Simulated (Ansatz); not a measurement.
Two isomers of C2H5FO2Si: A = `O[Si@@H](F)[C@@H]1CO1`, B = `O=C(O)C[SiH2]F`.

Computed with Ansatz on PBE0-D4/def2-TZVP structures; ΔE is electronic, products minus reactants. CCSD(T)/CBS is the MP2 limit (def2-TZVPP, def2-QZVPP) plus CCSD(T) − MP2 in def2-TZVPP, frozen cores. Functionals use def2-TZVPP. B3LYP here is the variant with VWN-RPA as its local correlation; programs differ in this. One conformer a species, not always the lowest.

Problem. Which is lower in electronic energy at CCSD(T)/CBS, and by how much? (An estimate is asked.)

Solution. The calculation gave: B, by 23.7 kJ/mol.

Problem. Give E(B) − E(A) in kJ/mol with CCSD(T)/def2-TZVPP, PBE0-D4, MP2/def2-TZVPP, ωB97M-V, HF/def2-TZVPP, r2SCAN-D4, B3LYP-D4. (An estimate is asked.)

Solution. Ansatz gave: CCSD(T)/def2-TZVPP -28.6, PBE0-D4 -31.5, MP2/def2-TZVPP -21.8, ωB97M-V -30.8, HF/def2-TZVPP -49.4, r2SCAN-D4 -32.2, B3LYP-D4 -37.1. None reverses the order clearly.

Largest T1 diagnostic: 0.014.

In def2-TZVPP, CCSD(T) changes the Hartree–Fock value by +20.8 kJ/mol (the triples alone add −0.7 kJ/mol) and MP2 by +27.6 kJ/mol. From PBE to PBE0 (25 % exact exchange), in def2-TZVPP and without D4, E(B) − E(A) moves by +4.3 kJ/mol.
